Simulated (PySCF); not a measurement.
A calculated (UHF, PySCF 2.14, Sapporo-DKH3-DZP-2012, the spin-free X2C one-electron Hamiltonian (Gaussian nucleus)) atom or ion has these occupied shells.

| shell | electrons | orbital energy (eV) | rms radius, mean of both spins (bohr) |
| --- | --- | --- | --- |
| 1s β | 1 | -5522.4 | 0.0768 |
| 1s α | 1 | -5522.3 | 0.0768 |
| 2s α | 1 | -659.46 | 0.333 |
| 2s β | 1 | -657.69 | 0.333 |
| 2p α | 3 | -548.28 | 0.303 |
| 2p β | 3 | -546.52 | 0.303 |
| 3s α | 1 | -92.909 | 1.03 |
| 3s β | 1 | -86.131 | 1.03 |
| 3p α | 3 | -61.662 | 1.13 |
| 3p β | 3 | -53.206 | 1.13 |
| 3d α | 4 | -15.825 | 1.68 |

**Question.** Name the element and its charge.

**Answer.** V⁺ (vanadium, charge +1), in [Ar] 3d4, high-spin 5D determinant.
